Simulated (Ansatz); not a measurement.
Ansatz (a quantum-chemistry and plane-wave program) input:

Ansatz 0.2 input:
```yaml
crystal:
  periodic: [false, false, false]
  atoms:
    - {symbol: Si, position_ang: [-0.79489547, 0.21141542, 0.17491380]}
    - {symbol: O, position_ang: [-1.23205270, -1.32995794, -0.21675288]}
    - {symbol: O, position_ang: [0.67225589, 0.72116425, -0.31634542]}
    - {symbol: C, position_ang: [1.91525116, 0.12125923, 0.03253670]}
    - {symbol: H, position_ang: [-0.86667437, 0.08847329, 1.66111890]}
    - {symbol: H, position_ang: [-1.75668871, 1.17332604, -0.39533089]}
    - {symbol: H, position_ang: [2.00954365, -0.86714675, -0.42181812]}
    - {symbol: H, position_ang: [2.71209584, 0.76271943, -0.34073220]}
    - {symbol: H, position_ang: [2.01712757, 0.02560607, 1.11753549]}
basis:
  gaussian:
    orbitals: def2-TZVPD
hamiltonian:
  xc: {name: r2SCAN0}
magnetization: {spin_polarized: true, initial_magnetization: 1}
output: {forces: true}
```

**Question.** Predict the final energy.

**Answer.** -480.98326 Eh (r2SCAN0/def2-TZVPD). The basis has 205 functions.

It need not be the lowest isomer of its formula.
